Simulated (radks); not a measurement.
The numbers below are computed, except where a source is named.
Problem. Species: Gd48+. Configuration: [Ne] 3s2 3p4. Code: a radial shooting solver on a logarithmic mesh with Libxc functionals. Model: Dirac Kohn-Sham, PBEsol, spin-unpolarised, spherical densities, point nucleus; open shells fill j = l - 1/2 first. Some entries of the table are withheld. Estimate them.

| orbital | occ. | eigenvalue (eV) | r(max) (bohr) |
|---|---|---|---|
| 1s1/2 | 2 | (1) | 0.01392 |
| 2s1/2 | 2 | -11377.29 | 0.07877 |
| 2p1/2 | 2 | (2) | 0.05948 |
| 2p3/2 | 4 | (3) | 0.06520 |
| 3s1/2 | 2 | -4462.861 | (4) |
| 3p1/2 | 2 | (5) | (6) |
| 3p3/2 | 2 | (7) | (8) |

Solution. 
(1) 1s1/2 eigenvalue (eV): -53273.63
(2) 2p1/2 eigenvalue (eV): -10998.20
(3) 2p3/2 eigenvalue (eV): -10287.00
(4) 3s1/2 r(max) (bohr): 0.2125
(5) 3p1/2 eigenvalue (eV): -4322.338
(6) 3p1/2 r(max) (bohr): 0.1987
(7) 3p3/2 eigenvalue (eV): -4141.169
(8) 3p3/2 r(max) (bohr): 0.2089
